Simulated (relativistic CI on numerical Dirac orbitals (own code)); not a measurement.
## Cr4+ in a cubic cluster: 1s photoemission with charge transfer

Computed with a charge-transfer multiplet model of a cubic metal-ligand cluster with up to 2 ligand holes, Slater and spin-orbit integrals from Dirac-Coulomb-Breit ions, Slater integrals scaled by 0.7. The ground state mixes d2 with configurations of k ligand holes L, whose averages lie at kΔ + k(k − 1)U_dd/2; a core hole lowers each added d electron by U_cd. 300 K, Lorentzian 1.1 eV and Gaussian 0.6 eV FWHM.

Atomic integrals in eV (Slater integrals scaled, ζ unscaled), ground: F2dd 8.205, F4dd 5.167, zeta_d 0.039; with the core hole: F2dd 9.337, F4dd 5.902, zeta_d 0.058, G2cd 0.050.

Cluster parameters (eV): Δ = 2.9, U_dd = 5.7, U_cd = 7.3, 10Dq(ligand) = 0.6, V(eg) = 1.9, V(t2g) = -0.98, final-state hopping factor = 1.

| Case | n_d | d2 | d3L | d4L2 | S |
| --- | --- | --- | --- | --- | --- |
| 10Dq = 0.35 eV | 2.56 | 0.50 | 0.44 | 0.06 | 1.00 |
| 10Dq = 0.95 eV | 2.54 | 0.51 | 0.43 | 0.06 | 1.00 |
| 10Dq = 1.25 eV | 2.53 | 0.52 | 0.43 | 0.05 | 1.00 |

Weights, n_d and S are thermal averages at 300 K. Binding energies count from the first peak over 30 % of the highest in each spectrum, which can be another peak from case to case. The parameters are a model scan and need not match a compound or its usual spin state. Peaks in eV (height, largest 100):
- 10Dq = 0.35 eV: 0.0 (100), 3.4 (9), 9.2 (21)
- 10Dq = 0.95 eV: 0.0 (100), 9.3 (23)
- 10Dq = 1.25 eV: 0.0 (100), 9.3 (24)

Curve for 10Dq = 0.35 eV (points under 2 left out, the grid thinned):

```
E (eV)  Intensity
  -3.7        2.6
  -3.3        3.3
  -2.8        4.5
  -2.4        6.0
  -1.9        9.3
  -1.5       14.4
  -1.0       28.7
  -0.6       54.9
  -0.2       91.1
   0.3       88.8
   0.7       52.9
   1.2       25.5
   1.6       16.6
   2.1       10.8
   2.5        8.6
   2.9        8.2
   3.4        9.0
   3.8        8.2
   4.3        5.7
   4.7        4.5
   5.2        3.7
   5.6        3.6
   6.1        4.2
   6.5        5.2
   6.9        6.6
   7.4        7.7
   7.8        8.6
   8.3       11.8
   8.7       16.8
   9.2       21.3
   9.6       18.5
  10.0       14.3
  10.5       11.5
  10.9        9.8
  11.4        7.4
  11.8        5.7
  12.3        4.1
  12.7        3.4
  13.1        2.8
  13.6        2.2
  14.0        2.1
  14.5        2.4
  14.9        2.9
  15.4        2.8
  15.8        2.1
```

For the case 10Dq = 1.25 eV, Δ = 2.9 eV is smaller than U_dd = 5.7 eV, the charge-transfer side of the Zaanen-Sawatzky-Allen scheme. With the core hole the average of the configuration with one ligand hole lies at Δ − U_cd = -4.4 eV before mixing: the effective hopping of about 4.1 eV (from the holes of the mixed ground state) is comparable with this gap or larger, so the configurations mix strongly.
